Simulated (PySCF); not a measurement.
Cd(Et)(OMe), SMILES C[CH2][Cd][O]C (C3H8CdO), PBE0/def2-SVP optimised geometry.

```
13

Cd     0.04     0.48     0.00
C     -2.06     0.66     0.00
C     -2.83    -0.65    -0.11
H     -2.32     1.33    -0.83
H     -2.33     1.20     0.92
H     -2.61    -1.33     0.73
H     -2.59    -1.20    -1.04
H     -3.92    -0.48    -0.10
O      2.02     0.48     0.00
C      2.86    -0.62     0.01
H      2.76    -1.27    -0.89
H      3.92    -0.28     0.03
H      2.74    -1.28     0.89
```

Density from PySCF 2.14.0 with PBE0/def2-TZVP, def2 effective core potentials past Kr at that geometry. The core electrons that the potentials of Cd replace are not part of the density.

Minimum of the electron density along straight lines between bonded atoms, close to the bond critical point (lines longer than 1.1 times the sum of covalent radii, or with two minima, are not listed):

```tsv
bond	length / Å	ρ at the minimum / e bohr⁻³	∇²ρ there / e bohr⁻⁵	position (fraction from the first atom)
Cd1–C2	2.107	0.107	0.16	0.53
C2–C3	1.525	[?]	[?]	0.50
C2–H4	1.102	0.269	-0.89	0.64
C2–H5	1.102	0.269	-0.89	0.64
C3–H6	1.102	0.272	-0.91	0.64
C3–H7	1.102	0.272	-0.91	0.64
C3–H8	1.104	0.270	-0.90	0.64
Cd1–O9	1.978	0.113	[?]	0.52
O9–C10	1.384	0.279	-0.65	0.65
C10–H11	1.112	0.270	-0.91	0.64
C10–H12	1.108	0.274	-0.93	0.64
C10–H13	1.112	0.270	-0.91	0.64
```

**Question.** What belongs in the gaps?

**Answer.** 
- C2–C3, ρ at the minimum / e bohr⁻³: 0.242
- C2–C3, ∇²ρ there / e bohr⁻⁵: -0.59
- Cd1–O9, ∇²ρ there / e bohr⁻⁵: 0.56
